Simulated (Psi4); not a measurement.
C3H7, doublet, at a GFN2-xTB geometry; SVWN/aug-cc-pVDZ (Psi4 1.11).

Input for Psi4:
```
memory 2 GB

molecule mol {
0 2
C    -0.080734    0.514254    0.002024
C     0.044777   -0.197533    1.290932
C     0.044453   -0.188022   -1.292255
H    -0.463600    1.520729    0.005251
H     0.404199    0.470417    2.074071
H     0.430184    0.478883   -2.064031
H    -0.922652   -0.592384    1.631684
H     0.725273   -1.044071    1.204624
H     0.703359   -1.051180   -1.205875
H    -0.927738   -0.554586   -1.649926
no_reorient
}

set {
  basis aug-cc-pvdz
  reference uks
}

energy('svwn')
print_variables()
```

Output, abridged:

```
   => Loading Basis Set <=

    Name: AUG-CC-PVDZ
    Role: ORBITAL
    Keyword: BASIS

         ---------------------------------------------------------
                                   SCF
               by Justin Turney, Rob Parrish, Andy Simmonett
                          and Daniel G. A. Smith
                              UKS Reference
         ---------------------------------------------------------

  ==> Geometry <==

    Molecular point group: c1
    Full point group: C1

    Geometry (in Angstrom), charge = 0, multiplicity = 2:

       Center              X                  Y                   Z               Mass
    ------------   -----------------  -----------------  -----------------  -----------------
         C           -0.081908738893     0.496459142898     0.001926981279    12.000000000000
         C            0.043602261107    -0.215327857102     1.290834981279    12.000000000000
         C            0.043278261107    -0.205816857102    -1.292352018721    12.000000000000
         H           -0.464774738893     1.502934142898     0.005153981279     1.007825032230
         H            0.403024261107     0.452622142898     2.073973981279     1.007825032230
         H            0.429009261107     0.461088142898    -2.064128018721     1.007825032230
         H           -0.923826738893    -0.610178857102     1.631586981279     1.007825032230
         H            0.724098261107    -1.061865857102     1.204526981279     1.007825032230
         H            0.702184261107    -1.068974857102    -1.205972018721     1.007825032230
         H           -0.928912738893    -0.572380857102    -1.650023018721     1.007825032230

  Running in c1 symmetry.

  Rotational constants: A =      1.28096  B =      0.28027  C =      0.25140 [cm^-1]
  Rotational constants: A =  38402.15631  B =   8402.29951  C =   7536.69525 [MHz]
  Nuclear repulsion =   75.905953615000968

  Charge       = 0
  Multiplicity = 2
  Electrons    = 25
  Nalpha       = 13
  Nbeta        = 12

  ==> Algorithm <==

  SCF Algorithm Type is DF.
  DIIS enabled.
  MOM disabled.
  Fractional occupation disabled.
  Guess Type is SAD.
  Energy threshold   = 1.00e-06
  Density threshold  = 1.00e-06
  Integral threshold = 1.00e-12

  ==> Primary Basis <==

  Basis Set: AUG-CC-PVDZ
    Blend: AUG-CC-PVDZ
    Number of shells: 62
    Number of basis functions: 132
    Number of Cartesian functions: 138
    Spherical Harmonics?: true
    Max angular momentum: 2

  ==> DFT Potential <==

   => LibXC <=

    Version 7.1.2
    S. Lehtola, C. Steigemann, M. J. T. Oliveira, and M. A. L. Marques,  SoftwareX 7, 1–5 (2018) (10.1016/j.softx.2017.11.002)

   => Composite Functional: SVWN <=

    Slater exchange
    Vosko, Wilk & Nusair (VWN5_RPA)
    P. A. M. Dirac,  Math. Proc. Cambridge Philos. Soc. 26, 376 (1930) (10.1017/S0305004100016108)
    F. Bloch,  Z. Phys. 57, 545 (1929) (10.1007/BF01340281)
    S. H. Vosko, L. Wilk, and M. Nusair,  Can. J. Phys. 58, 1200 (1980) (10.1139/p80-159)

    Deriv               =              1
    GGA                 =          FALSE
    Meta                =          FALSE

    Exchange Hybrid     =          FALSE
    MP2 Hybrid          =          FALSE

   => Exchange Functionals <=

    1.0000         XC_LDA_X

   => Correlation Functionals <=

    1.0000   XC_LDA_C_VWN_RPA

   => LibXC Density Thresholds  <==

    XC_LDA_C_VWN_RPA:  1.00E-15
    XC_LDA_X:  1.00E-15

   => Molecular Quadrature <=

    Radial Scheme          =       TREUTLER
    Pruning Scheme         =           NONE
    Nuclear Scheme         =       TREUTLER

    Blocking Scheme        =         OCTREE
    BS radius alpha        =              1
    Pruning alpha          =              1
    Radial Points          =             75
    Spherical Points       =            302
    Total Points           =         216715
    Total Blocks           =           1678
    Max Points             =            256
    Max Functions          =            132
    Weights Tolerance      =       1.00E-15

   => Loading Basis Set <=

    Name: (AUG-CC-PVDZ AUX)
    Role: JKFIT
    Keyword: DF_BASIS_SCF

  ==> Integral Setup <==

  SCF_SUBTYPE=INCORE selected. In-core MEM_DF algorithm will be used.
  Using in-core AOs.

  ==> MemDFJK: Density-Fitted J/K Matrices <==

    J tasked:                   Yes
    K tasked:                    No
    wK tasked:                   No
    Algorithm:                 Core
    Schwarz Cutoff:           1E-12
    Mask sparsity (%):       0.0000
    Fitting Condition:        1E-10

   => Auxiliary Basis Set <=

  Basis Set: (AUG-CC-PVDZ AUX)
    Blend: AUG-CC-PVDZ-JKFIT
    Number of shells: 168
    Number of basis functions: 482
    Number of Cartesian functions: 548
    Spherical Harmonics?: true
    Max angular momentum: 3

  Minimum eigenvalue in the overlap matrix is 8.9650413481E-05.
  Reciprocal condition number of the overlap matrix is 7.0342413479E-06.
    Using symmetric orthogonalization.

  ==> Pre-Iterations <==

  SCF Guess: Superposition of Atomic Densities via on-the-fly atomic UHF (no occupation information).

   -------------------------
    Irrep   Nso     Nmo
   -------------------------
     A        132     132
   -------------------------
    Total     132     132
   -------------------------

  ==> Iterations <==

                           Total Energy        Delta E     RMS |[F,P]|

   @DF-UKS iter SAD:  -117.17818831382719   -1.17178e+02   0.00000e+00
   @DF-UKS iter   1:  -117.08129111502551    9.68972e-02   8.64100e-03 DIIS/ADIIS
   @DF-UKS iter   2:  -115.02076574131785    2.06053e+00   1.52410e-02 DIIS/ADIIS
   @DF-UKS iter   3:  -117.74434663063585   -2.72358e+00   2.51731e-03 DIIS/ADIIS
   @DF-UKS iter   4:  -117.77921062364892   -3.48640e-02   1.63606e-03 DIIS/ADIIS
   @DF-UKS iter   5:  -117.80308164304273   -2.38710e-02   1.37468e-04 DIIS/ADIIS
   @DF-UKS iter   6:  -117.80324234279334   -1.60700e-04   3.25949e-05 DIIS
   @DF-UKS iter   7:  -117.80325330786533   -1.09651e-05   6.98183e-06 DIIS
   @DF-UKS iter   8:  -117.80325386722556   -5.59360e-07   2.40741e-06 DIIS
   @DF-UKS iter   9:  -117.80325394100583   -7.37803e-08   3.02932e-07 DIIS
  Energy and wave function converged.

  ==> Post-Iterations <==

   Electrons on quadrature grid:
      Nalpha   =   12.9999991940 ; deviation = -8.060e-07
      Nbeta    =   12.0000022945 ; deviation = 2.295e-06
      Ntotal   =   25.0000014886 ; deviation = 1.489e-06

   @Spin Contamination Metric:   1.902285667E-03
   @S^2 Expected:                7.500000000E-01
   @S^2 Observed:                7.519022857E-01
   @S   Expected:                5.000000000E-01
   @S   Observed:                5.000000000E-01

    Orbital Energies [Eh]
    ---------------------

    Alpha Occupied:

[...]
      13A     -0.157669

    Alpha Virtual:

[...]
    Beta Occupied:

[...]
    Beta Virtual:

[...]
    Final Occupation by Irrep:
              A
    DOCC [    12 ]
    SOCC [     1 ]
    NA   [    13 ]
    NB   [    12 ]

  @DF-UKS Final Energy:  -117.80325394100583

   => Energetics <=

    Nuclear Repulsion Energy =             75.9059536150009677
    One-Electron Energy =                -307.7395707910870328
    Two-Electron Energy =                 132.1906139020851754
    DFT Exchange-Correlation Energy =     -18.1602506670049237
    Empirical Dispersion Energy =           0.0000000000000000
    VV10 Nonlocal Energy =                  0.0000000000000000
    Total Energy =                       -117.8032539410058348

  UHF NO Occupations:
  HONO-2 :   11  A 1.9998212
  HONO-1 :   12  A 1.9995703
  HONO-0 :   13  A 1.0000000
  LUNO+0 :   14  A 0.0004297
  LUNO+1 :   15  A 0.0001788
  LUNO+2 :   16  A 0.0001582
  LUNO+3 :   17  A 0.0001452

Computation Completed

Properties will be evaluated at   0.000000,   0.000000,   0.000000 [a0]

Properties computed using the SCF density matrix

 Multipole Moments:

 ------------------------------------------------------------------------------------
     Multipole            Electronic (a.u.)      Nuclear  (a.u.)        Total (a.u.)
 ------------------------------------------------------------------------------------

 L = 1.  Multiply by 2.5417464519 to convert [e a0] to [Debye]
 Dipole X            :         -0.0132725           -0.0554965           -0.0687690
 Dipole Y            :          0.7618122           -0.8406814           -0.0788692
 Dipole Z            :          0.0034719           -0.0045759           -0.0011040
 Magnitude           :                                                    0.1046458

 ------------------------------------------------------------------------------------

  Variable Map:
  ----------------------------------------------------------------------------
[...]
  Array Variable Map:
  ----------------------------------------------------------------------------
[...]
[...]
```
